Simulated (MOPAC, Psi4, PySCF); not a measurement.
Intermolecular potential of N2 ··· F4Si (SMILES N#N and F[Si](F)(F)F), singlet. Monomers: optimised at B3LYP-D3(BJ) (def2-TZVP), held rigid. Orientation: lowest of the rigid-body minima from ten starts at GFN2-xTB. Only R, the distance of the centres of mass, is varied, so the lowest point isn't the relaxed dimer.

- PM3, restricted, heats of formation (MOPAC)
- RKS-BP86/6-31G* = restricted BP86/6-31G*, spherical d, no counterpoise correction in PySCF
- SAPT0/jun-cc-pVDZ, frozen core (Psi4)

Interaction energies in kJ/mol:

```tsv
R / Å	PM3	RKS-BP86/6-31G*
3.00	36.85	29.77
3.15	19.49	14.19
3.41	7.49	1.21
3.59	5.77	-1.98
3.78	5.10	-2.91
4.01	3.99	-2.67
4.27	2.62	-2.03
4.57	1.54	-1.46
5.09	0.69	-0.78
5.78	0.34	-0.24
6.78	0.18	-0.05
8.08	0.10	0.00
```

**Question.** Estimate the SAPT0/jun-cc-pVDZ values at these points.

**Answer.** 3.00: 36.01; 3.15: 18.99; 3.41: 4.16; 3.59: -0.14; 3.78: -2.09; 4.01: -2.72; 4.27: -2.51; 4.57: -1.95; 5.09: -1.10; 5.78: -0.51; 6.78: -0.19; 8.08: -0.07 (kJ/mol).
